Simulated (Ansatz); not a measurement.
Job for Ansatz (an electronic-structure program): R-MP2/cc-pVTZ on C3H9B (SMILES BC(C)C), a point of a torsion scan.

Ansatz 0.2 input:
```yaml
crystal:
  periodic: [false, false, false]
  atoms:
    - {symbol: B, position_ang: [-0.39253820, 1.57307081, 0.21555216]}
    - {symbol: C, position_ang: [0.14357484, 0.09585607, 0.36205976]}
    - {symbol: C, position_ang: [-0.89514374, -0.64738255, 1.22800884]}
    - {symbol: C, position_ang: [0.32738833, -0.65633010, -0.95919599]}
    - {symbol: H, position_ang: [-1.09636870, 1.85819870, -0.67304045]}
    - {symbol: H, position_ang: [-0.14686149, 2.36865650, 1.03633903]}
    - {symbol: H, position_ang: [1.09403562, 0.05513757, 0.90555301]}
    - {symbol: H, position_ang: [-0.57995831, -1.67734378, 1.38660261]}
    - {symbol: H, position_ang: [-1.86465364, -0.65760551, 0.73442681]}
    - {symbol: H, position_ang: [-1.00845702, -0.16717610, 2.19732372]}
    - {symbol: H, position_ang: [-0.60715028, -0.68761152, -1.51469634]}
    - {symbol: H, position_ang: [0.65399557, -1.68016138, -0.78003326]}
    - {symbol: H, position_ang: [1.07471893, -0.16327652, -1.57718681]}
basis:
  gaussian:
    orbitals: cc-pVTZ
magnetization: {spin_polarized: false}
correlation: {method: mp2, electrons: outside_noble_gas}
scf: {lower_state_search: off}
```

Program output:

```
WARN ansatz: RAYON_NUM_THREADS=1 ignored (pool sized by the plan → 1); use --threads N
Functional definition: HF
these checks for a lower state are left out or cut short: stability, starts, cluster_reference, orbital_swaps, neighbouring_geometries, increment
integrals: 0.58 GiB planned
1370 factors; integrals over basis functions are off by at most 9.7e-4 eV
mean field: 0.71 GiB planned
mean field evaluation 1: about -3903.0563 eV, gradient 3.4e1 eV
mean field evaluation 2: about -3903.0548 eV, gradient 3.4e1 eV
mean field evaluation 4: about -3906.2701 eV, gradient 3.8e0 eV
mean field evaluation 8: about -3906.3205 eV, gradient 1.3e-4 eV
mean field -3906.32049816 eV, -143.5546305081 hartree, gradient 1.6e-6 eV, S^2 0.000000; 0 other end points of the search recorded, 0 dependent functions left out
4 core orbitals not correlated
reference -3906.32049816 eV, -143.5546305081 hartree; 12, 12 occupied and 230, 230 virtual orbitals, 1370 factors
second order -17.35824607 eV of doubles, -0.00000000 eV of singles
Total energy: -3923.67874422 eV, -144.1925342852 hartree
Checks for a lower state left out: stability, starts, cluster_reference, orbital_swaps, neighbouring_geometries, increment
```

The calculation finished and met its thresholds.

Cost: about 4 core-seconds (a rough figure).
